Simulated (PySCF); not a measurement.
# Br³⁺ (bromine, charge +3): UHF calculation

Configuration: [Ar] 3d10 4s2 4p2, high-spin 3P determinant. Computed with PySCF 2.14 in Sapporo-DKH3-DZP-2012 (6s5p3d1f, 43 functions), with the spin-free X2C one-electron Hamiltonian (Gaussian nucleus).

- Total energy: -2601.936334 hartree
- One-electron energy: -3574.0764 hartree
- Hartree (Coulomb) energy: 1062.3058 hartree
- Exchange energy: -90.1657 hartree
- ⟨S²⟩: 2.0066
- ⟨L²⟩: 2.019
- Sum of ⟨r⟩: 18.51 bohr
- Sum of ⟨r²⟩: 20.32 bohr²
- Traceless quadrupole moment −½Σ⟨3z² − r²⟩ along its main axis: 1.47 e·bohr²
- Langevin diamagnetic susceptibility: -16.1 ×10⁻⁶ cm³/mol
- Time after the integrals: 0.16 s of wall time on 1 thread of Neoverse-V1 (shared host)

```tsv
shell	electrons	mean orbital energy (hartree)	spread (hartree)	rms radius, mean of both spins (bohr)
1s α	1	-499.66346	0	0.0492
1s β	1	-499.65163	0	0.0492
2s α	1	-68.54020	0	0.205
2s β	1	-68.53350	0	0.205
2p α	3	-60.45453	0.00513	0.183
2p β	3	-60.44077	0.01049	0.183
3s α	1	-11.63328	0	0.587
3s β	1	-11.61122	0	0.587
3p α	3	-8.98513	0.00596	0.607
3p β	3	-8.95530	0.03127	0.607
3d α	5	-4.58761	0.01574	0.647
3d β	5	-4.57197	0.03011	0.647
4s α	1	-2.33411	0	1.67
4s β	1	-2.09424	0	1.67
4p α	2	-1.71469	0	1.92
```

Densities and radii are taken from the X2C orbitals without a picture-change correction, which distorts them close to the nucleus.
